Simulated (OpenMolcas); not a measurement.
# Nb3+: ligand-field states by method

Nb3+ with 4 ligands (water) in square-planar coordination (D2h) at 1.93 Å. Ligand basis ANO-RCC-VDZP.
```
Nb    0.0000    0.0000    0.0000
O     1.9300    0.0000    0.0000
H     2.5070    0.7797    0.0000
H     2.5070   -0.7797    0.0000
O     0.0000    1.9300    0.0000
H     0.0000    2.5070    0.7797
H     0.0000    2.5070   -0.7797
O    -1.9300    0.0000    0.0000
H    -2.5070    0.7797    0.0000
H    -2.5070   -0.7797    0.0000
O     0.0000   -1.9300    0.0000
H     0.0000   -2.5070    0.7797
H     0.0000   -2.5070   -0.7797
```

```json
{
  "Program": "OpenMolcas 26.06",
  "Basis": "ANO-RCC-VDZP [6s5p3d1f]",
  "Scalar Hamiltonian": "DKH2, point nucleus",
  "Active space": "2 electrons in 5 orbitals (4d)",
  "State averaging": "2S+1 = 3 even, 10 roots; 2S+1 = 1 even, 15 roots",
  "Spin-orbit coupling": "RASSI with atomic mean-field integrals over the reference wave functions"
}
```

I. CASSCF
II. SS-CASPT2, IPEA 0.25 Eh, imaginary shift 0.1 Eh (closed shells correlated: 4s 4p and the ligand valence shells)

Spin-free states in cm-1, each column counted from its own energy of the first state listed:

```tsv
State	Degeneracy	I	II
2S+1 = 3	1	0	0
2S+1 = 3	1	3266	5720
2S+1 = 3	1	4072	5320
2S+1 = 3	1	6174	7250
2S+1 = 1	1	6935	6390
2S+1 = 1	1	9175	8720
2S+1 = 1	1	9252	7300
2S+1 = 3	1	10381	10330
2S+1 = 1	1	13984	11780
2S+1 = 3	1	14380	16560
2S+1 = 1	1	15217	14250
2S+1 = 1	1	16327	15180
2S+1 = 1	1	16608	15310
2S+1 = 1	1	22912	23290
2S+1 = 1	1	22931	23730
2S+1 = 1	1	35637	32810
2S+1 = 3	1	49800	50590
2S+1 = 3	1	50905	50990
2S+1 = 1	1	57020	55450
2S+1 = 3	1	58230	59740
```

From I to II, I's first state of the same spin (2S+1 = 3) moves from 3266 to 5720 cm-1, by about +2500 cm-1. In II another state of that kind comes below it.

From I to II, I's first state of another spin (2S+1 = 1) moves from 6935 to 6390 cm-1, by about -540 cm-1.

χT at 300 K: I 0.79, II 0.86 cm3 K/mol.

The least metal-like active orbital is 71 % on the metal (Löwdin) and no ligand orbital is active, so the numbers are rough. Ligand-to-metal charge-transfer states are missing. With no ligand orbital active B as a rule stays too high, so bands that hang on it stand too high and its fall with covalency is understated. Without dynamic correlation the repulsion within the d shell is too large (B by tens of per cent), so at a given field states of lower spin stand too high (holds for I). With metal d orbitals alone the field can be off either way by tens of per cent (holds for I). The distance lies 1 % under the 1.95 Å that this model takes as the normal distance (a Shannon-type radius plus a fixed donor radius); by an R⁻⁵ law this alone changes a d-shell field by about +5 %. No measured value stands beside these numbers; the geometry is a model, was not optimised and need not be the one that this ion takes.
